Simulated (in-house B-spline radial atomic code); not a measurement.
**The aluminium ion Al⁴⁺: [He] 2s2 2p4 4d1 (an excited or competing configuration)**

Method: Dirac-Hartree-Fock, average of configuration, Fermi nucleus of rms radius 3.061 fm. Calculated with a radial B-spline atomic code at the basis-set limit.

Z_r = [3n² - l(l+1)]/(2<r>); Z_e = n√(-2ε); the last column is Slater's effective charge. Values are occupation-weighted means over j.

```csv
shell,electrons,ε (eV),<r> (bohr),Z_r,Z_e,Slater
1s,2,-1713.9,0.1197,12.54,11.22,12.70
2s,2,-225.37,0.5838,10.28,8.14,9.55
2p,4,-187.42,0.5382,9.29,7.42,9.55
4d,1,-22.106,3.991,5.26,5.10,5.00
```

The least bound orbital is 4d5/2 at -22.11 eV, and it is also the most diffuse (<r> = 3.991 bohr).

Spin-orbit splittings of the orbital energies (j = l + 1/2 above j = l - 1/2 when positive): 2p 0.5369 eV, 4d 0.001503 eV.

For the 1s electron the small component carries 0.212 % of the norm, the zero-frequency Breit interaction raises the level by 0.866 eV, self-energy by 0.3693 eV, and vacuum polarisation lowers it by 0.02216 eV.
